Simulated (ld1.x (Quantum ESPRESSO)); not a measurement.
# An all-electron radial function and its pseudo partner (Ho)

Columns: radius, all-electron u(r) and pseudo u(r) of the 5s shell (level -52.01 eV) of holmium in the configuration [Kr] 4d10 4f11 5s2 5p6 5d0 6s1 6p1; BP86, scalar-relativistic, ultrasoft scheme, ld1.x (Quantum ESPRESSO) 7.5.

| r (bohr) | all-electron | pseudo |
| --- | --- | --- |
| 0.170 | 0.3764 | 0.2860 |
| 0.340 | -0.4235 | 0.5483 |
| 0.510 | -0.3877 | 0.7662 |
| 0.680 | 0.2554 | 0.9245 |
| 0.850 | 0.7700 | 1.0151 |
| 1.020 | 1.0081 | 1.0378 |
| 1.190 | 1.0381 | 0.9994 |
| 1.360 | 0.9518 | 0.9132 |
| 1.530 | 0.8159 | 0.7955 |
| 1.700 | 0.6702 | 0.6641 |
| 1.870 | 0.5347 | 0.5345 |
| 2.040 | 0.4180 | 0.4183 |
| 2.210 | 0.3217 | 0.3218 |
| 2.380 | 0.2449 | 0.2449 |
| 2.550 | 0.1848 | 0.1848 |
| 2.720 | 0.1385 | 0.1385 |
| 2.890 | 0.1033 | 0.1033 |
| 3.060 | 0.0767 | 0.0767 |
| 3.230 | 0.0567 | 0.0567 |
| 3.400 | 0.0419 | 0.0419 |
| 3.570 | 0.0308 | 0.0308 |
| 3.740 | 0.0227 | 0.0227 |
| 3.910 | 0.0166 | 0.0166 |
| 4.080 | 0.0122 | 0.0122 |
| 4.250 | 0.0089 | 0.0089 |
| 4.420 | 0.0065 | 0.0065 |

Question: How many radial nodes do the two functions have?

Answer: The all-electron 5s function has n − l − 1 = 4 (the table is too coarse to show those close to the nucleus); the pseudo-wave has 0, since the states of the same l below it are removed with the core.

Question: At about which radius was the pseudo-wave matched?

Answer: 2.25 bohr. The columns agree to 0.0005 from 1.87 bohr on; several derivatives are matched, so the curves merge somewhat inside the radius.

Question: Is the pseudo-wave norm-conserving?

Answer: No, it belongs to an ultrasoft set: the norm inside the radius is not constrained, and the difference is carried by the augmentation charge.
